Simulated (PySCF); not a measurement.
1-chloro-1-fluorobuta-1,2-diene (C4H4ClF), SMILES CC=C=C(F)Cl.

Geometry optimised at B3LYP-D3(BJ)/def2-SVP.

The numbers are results of TDA-PBE/def2-SVPD (PySCF), not measurements.

Vertical excitations. 

Problem. List the lowest excited states. (The exact figures need the calculation; the answer reports its results.)

Solution. 
```json
[
 {"state": "S1", "energy (eV)": "4.26", "λ (nm)": "291", "f": "0.000", "main pairs": "HOMO→LUMO 100 %"},
 {"state": "S2", "energy (eV)": "5.91", "λ (nm)": "210", "f": "0.002", "main pairs": "HOMO→LUMO+1 37 %, HOMO−1→LUMO 25 %, HOMO→LUMO+3 18 %, HOMO−2→LUMO 11 %"},
 {"state": "S3", "energy (eV)": "6.12", "λ (nm)": "203", "f": "0.003", "main pairs": "HOMO−1→LUMO+1 94 %"},
 {"state": "S4", "energy (eV)": "6.17", "λ (nm)": "201", "f": "0.045", "main pairs": "HOMO→LUMO+2 59 %, HOMO−2→LUMO 15 %"},
 {"state": "S5", "energy (eV)": "6.26", "λ (nm)": "198", "f": "0.088", "main pairs": "HOMO→LUMO+3 33 %, HOMO→LUMO+2 31 %, HOMO−2→LUMO 22 %, HOMO−1→LUMO 7 %"},
 {"state": "S6", "energy (eV)": "6.60", "λ (nm)": "188", "f": "0.025", "main pairs": "HOMO−2→LUMO 36 %, HOMO−1→LUMO+2 32 %, HOMO→LUMO+3 12 %, HOMO−1→LUMO 10 %"},
 {"state": "S7", "energy (eV)": "6.73", "λ (nm)": "184", "f": "0.004", "main pairs": "HOMO−3→LUMO 96 %"},
 {"state": "S8", "energy (eV)": "6.86", "λ (nm)": "181", "f": "0.129", "main pairs": "HOMO→LUMO+4 63 %, HOMO−1→LUMO+2 17 %"},
 {"state": "S9", "energy (eV)": "7.09", "λ (nm)": "175", "f": "0.019", "main pairs": "HOMO−1→LUMO+3 33 %, HOMO−1→LUMO+2 21 %, HOMO→LUMO+5 19 %, HOMO→LUMO+4 14 %"},
 {"state": "S10", "energy (eV)": "7.13", "λ (nm)": "174", "f": "0.126", "main pairs": "HOMO→LUMO+5 42 %, HOMO−1→LUMO+3 35 %"},
 {"state": "T1", "energy (eV)": "3.87", "λ (nm)": "321", "f": "0", "main pairs": "HOMO→LUMO 100 %"},
 {"state": "T2", "energy (eV)": "4.13", "λ (nm)": "300", "f": "0", "main pairs": "HOMO−1→LUMO 89 %"},
 {"state": "T3", "energy (eV)": "4.43", "λ (nm)": "280", "f": "0", "main pairs": "HOMO→LUMO+1 89 %"},
 {"state": "T4", "energy (eV)": "5.70", "λ (nm)": "218", "f": "0", "main pairs": "HOMO→LUMO+2 87 %"}
]
```
Triplets are in the Tamm–Dancoff approximation.
